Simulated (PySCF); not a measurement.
3-chloro-1H-silole (C4H5ClSi), SMILES C1(Cl)=C[SiH2]C=C1. Atoms are numbered in the order given.

```xyz
11

Cl     0.1193    -2.3493     0.0000
C      0.0597    -0.6045     0.0000
C      1.1454     0.1959     0.0000
Si     0.4874     1.9538     0.0000
C     -1.3053     1.3765     0.0000
C     -1.2883     0.0275     0.0000
H      2.1626    -0.1952     0.0000
H      0.8641     2.7389    -1.2110
H      0.8641     2.7389     1.2110
H     -2.2368     1.9458     0.0000
H     -2.1734    -0.6154     0.0000
```

Geometry: B3LYP-D3(BJ)/def2-SVP.

These are PySCF with PBE/def2-TZVP values and carry that method's errors.

Symmetry labels are those of the subgroup Cs that the program uses (full group Cs).

Computed valence orbital energies around the gap with their symmetry:
```
orbital  symmetry  energy (eV)
-------  --------  -----------
HOMO−7         A'        -9.99
HOMO−6         A"        -9.72
HOMO−5         A"        -8.62
HOMO−4         A'        -8.30
HOMO−3         A'        -7.96
HOMO−2         A'        -7.41
HOMO−1         A"        -7.39
HOMO           A"        -5.96
LUMO           A"        -2.72
LUMO+1         A'        -0.58
LUMO+2         A'        -0.02
LUMO+3         A"         0.00
```
